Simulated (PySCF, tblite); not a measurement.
C5H13B.
Structure used (GFN2-xTB), in Å, numbered top down from 1:
```xyz
19
C5H13B angstrom
C      2.8496   -0.5295   -0.0246
C      1.3665   -0.5451    0.3509
B      0.3714    0.0842   -0.6919
C     -1.1988    0.0718   -0.4631
C     -1.6937   -0.6707    0.7806
C     -1.7392    1.5130   -0.4465
H      3.0238   -1.1330   -0.9123
H      3.1807    0.4848   -0.2346
H      3.4623   -0.9279    0.7829
H      1.2427   -0.0042    1.2959
H      1.0753   -1.5736    0.5839
H      0.7792    0.6117   -1.6574
H     -1.6531   -0.4163   -1.3368
H     -1.3938   -1.7155    0.7504
H     -1.2845   -0.2235    1.6836
H     -2.7803   -0.6314    0.8473
H     -1.4701    2.0370   -1.3601
H     -1.3237    2.0617    0.3964
H     -2.8241    1.5158   -0.3520
```

Jobs on this species (19 atoms, 48 electrons) with PySCF (density fitting) and tblite. Hardware of each: one thread, Arm Neoverse N1 (aarch64), no GPU, on a shared host. Times come from a shared host and carry two figures at best.

```json
{"level and settings": "PBE0/pcSseg-1", "work": "shieldings, charges and field gradients", "basis functions": "167", "SCF cycles": "?", "wall time": "?"}
{"level and settings": "GFN2-xTB", "work": "Hessian by finite differences", "basis functions": "–", "SCF cycles": "–", "wall time": "0.82 s"}
{"level and settings": "GFN2-xTB", "work": "L-BFGS relaxation", "basis functions": "–", "SCF cycles": "–", "wall time": "1.2 s"}
```

Question: Fill in the missing figures.

Answer: 
- PBE0/pcSseg-1; shieldings, charges and field gradients: 38 s, 12 SCF cycles

Question: What do all jobs in the table cost together?

Answer: About 40 s; the longest takes about 95 % of that, and about 46 times as long as the shortest.
